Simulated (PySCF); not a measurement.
## Electron correlation in Al³⁺ (aluminium, charge +3)

[Ne], closed-shell 1S. Computed with PySCF 2.14 in aug-cc-pCVTZ-DK with one added diffuse shell each of s, p, d, f type (9s8p6d4f, 91 functions), with the spin-free X2C one-electron Hamiltonian (Gaussian nucleus). Frozen: 1s2; 8 electrons correlated.

```json
{"level": "CCSD", "correlation energy (mhartree)": "-269.98"}
{"level": "(T)", "correlation energy (mhartree)": "-1.77"}
{"level": "CCSD(T)", "correlation energy (mhartree)": "-271.75"}
```

Diagnostics: T1 = 0.0015, D1 = 0.0022, largest double amplitude 0.013.

Cost of the coupled-cluster step: about 11 core-seconds, for 8 correlated electrons.

Iterations:

```
CC2 = 0
CCSD nocc = 4, nmo = 90
frozen orbitals [0]
max_cycle = 100
direct = 0
conv_tol = 1e-08
conv_tol_normt = 1e-06
diis_space = 8
diis_start_cycle = 0
Init t2, MP2 energy = -240.697126492186  E_corr(MP2) -0.265143138970036
Init E_corr(CCSD) = -0.265143138970037
cycle = 1  E_corr(CCSD) = -0.269003899395968  dE = -0.00386076043  norm(t1,t2) = 0.0053749
cycle = 2  E_corr(CCSD) = -0.269889697467941  dE = -0.000885798072  norm(t1,t2) = 0.00083742
cycle = 3  E_corr(CCSD) = -0.269973936864347  dE = -8.42393964e-05  norm(t1,t2) = 0.000176905
cycle = 4  E_corr(CCSD) = -0.269979847561641  dE = -5.91069729e-06  norm(t1,t2) = 1.66098e-05
cycle = 5  E_corr(CCSD) = -0.269979139111499  dE = 7.08450142e-07  norm(t1,t2) = 1.7121e-06
cycle = 6  E_corr(CCSD) = -0.26997907141311  dE = 6.76983892e-08  norm(t1,t2) = 1.29327e-07
cycle = 7  E_corr(CCSD) = -0.269979073183349  dE = -1.77023934e-09  norm(t1,t2) = 1.64805e-08
CCSD converged
E(CCSD) = -240.7019624263994  E_corr = -0.2699790731833493
CCSD(T) correction = -0.00176566722162507
```
